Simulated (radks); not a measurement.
The numbers below are computed, except where a source is named.
Q: Valence configurations of F I (all share [He]). Code: a radial shooting solver on a logarithmic mesh with Libxc functionals. Model: scalar-relativistic Kohn-Sham, SCAN, spin-unpolarised, spherical densities, finite nucleus; meta-GGA in the generalised Kohn-Sham scheme; Fermi nuclear charge, rms radius 2.8976 fm. Order these by energy: 2s1 2p6; 2s1.5 2p5.5; 2s2 2p5.

A: From the lowest, in eV above it: 2s2 2p5 0.000; 2s1.5 2p5.5 10.065; 2s1 2p6 20.127. NIST lists [He] 2s2 2p5 as the ground configuration; this level of theory agrees among the configurations tried. The energies are those of spherical spin-averaged densities, not of single terms.
